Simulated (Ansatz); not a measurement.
**Relative stability**

Two relaxed structures of Si2HClO, closed shell (PBE0-D4/def2-TZVP; forces vanish, vibrations not checked).

A:

O1  (0.139, 0.573, -0.204)
Si2  (-0.286, 0.729, 1.406)
Si3  (0.789, -0.928, 0.307)
Cl4  (-0.210, -2.482, -0.593)
H5  (2.200, -1.018, -0.133)
(Å)

B:

```
5
angstrom
O 0.0471 0.3878 1.2270
Si -0.8471 0.8330 -0.1359
Si 1.1768 -0.3998 0.2477
Cl -0.7211 -1.4755 -0.7076
H 0.6579 0.7082 -0.9657
```

Ansatz 0.2.0; basis: def2-TZVPP; cores frozen in the correlated methods. B3LYP uses VWN-RPA correlation.

Task: Which structure is lower at CCSD(T), and by how much? (An estimate is asked for; the value comes from the calculation.)

Result: The calculation gives: B, by 3.2 kJ/mol (electronic energy, against the other); a gap this small isn't resolved in one triple-zeta basis. By their contacts, A is Si₂HClO ([Cl][SiH]1[O][Si]1) and B is Si₂HClO ([H]1[Si]23[O][Si]12[Cl]3).

Task: Do the other methods give the same order? (Judge from chemistry; the calculation decides.)

Result: By the calculation: Not all: HF, CCSD give the other order.

| method | E(B) − E(A) (kJ/mol) |
| --- | --- |
| PBE-D4 | -21.8 |
| r2SCAN-D4 | -7.8 |
| PBE0-D4 | -15.3 |
| B3LYP-D4 | -11.2 |
| wB97M-V | -22.5 |
| HF | 17.0 |
| MP2 | -3.5 |
| CCSD | 0.3 |
| CCSD(T) | -3.2 |

The T1 diagnostic stays at or below 0.018.

Labels in which every atom is bracketed show which atoms are joined, not bond orders.

For scale, one of the runs: CCSD(T)/def2-TZVPP, 171 basis functions, launched by `ansatz run in.yaml --threads 2 --pin off --events-out ev --progress --plain --max-ram 4352MiB`. Time: 20 s of wall clock on 2 CPU threads of an Intel Xeon Platinum 8488C; the host was shared. Peak host memory: 1.3 GiB.
